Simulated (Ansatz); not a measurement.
System: SiNH$_{4}$, charge 0, doublet. SiNH4 (SMILES [NH][SiH3], doublet).
B3LYP-D3(BJ)/def2-TZVP minimum from Ansatz (an electronic-structure program):
```
Si
N 1 1.7546
H 2 1.0233 1 112.92
H 1 1.4766 2 109.04 3 -171.82
H 1 1.4867 4 109.56 2 -122.53
H 1 1.4875 4 109.55 5 -119.05
```
Charge 0, spin multiplicity 2.

Total energies in hartree (Ansatz). Radicals and triplets start from unrestricted determinants; spin-orbit coupling is neglected. Correlated methods leave the cores frozen. No relativity. Where a partner has so few electrons that a lower coupled-cluster level is exact, that level stands in.

| species | HF/cc-pV(T+d)Z | CCSD(T)/cc-pV(T+d)Z | HF/cc-pV(Q+d)Z | CCSD(T)/cc-pV(Q+d)Z | CCSDT(Q)/cc-pV(T+d)Z |
|---|---|---|---|---|---|
| 1: SiNH4 (SMILES [NH][SiH3], doublet) | -345.71426 | -346.06380 | -345.72259 | -346.09265 | -346.06532 |
| 2: N (quartet) | -54.40069 | -54.51471 | -54.40372 | -54.52482 | -54.51507 |
| 3: Si (triplet) | -288.85649 | -288.93344 | -288.85845 | -288.93781 | -288.93426 |
| 4: H (doublet) | -0.49981 | -0.49981 | -0.49995 | -0.49995 | -0.49981 |

Task: Work out the atomisation energy (electronic, to ground-state atoms) in kcal/mol: take Hartree-Fock from cc-pV(Q+d)Z, extrapolate the CCSD(T) correlation energy as X^-3 (X = 3, 4), and add CCSDT(Q) - CCSD(T) in cc-pV(T+d)Z. 1 hartree = 627.51 kcal/mol.

Result: 
Species 1: correlation (64·(-0.37006) - 27·(-0.34954))/37 = -0.38503; step -0.00152; E1 = -345.72259 + (-0.38503) + (-0.00152) = -346.10914
Species 2: correlation (64·(-0.12110) - 27·(-0.11402))/37 = -0.12627; step -0.00036; E2 = -54.40372 + (-0.12627) + (-0.00036) = -54.53035
Species 3: correlation (64·(-0.07936) - 27·(-0.07695))/37 = -0.08112; step -0.00082; E3 = -288.85845 + (-0.08112) + (-0.00082) = -288.94039
Species 4: correlation (64·(0.00000) - 27·(0.00000))/37 = 0.00000; step +0.00000; E4 = -0.49995 + (0.00000) + (+0.00000) = -0.49995
-1·E1 +1·E2 +1·E3 +4·E4 = 0.63860 hartree = 400.7 kcal/mol.
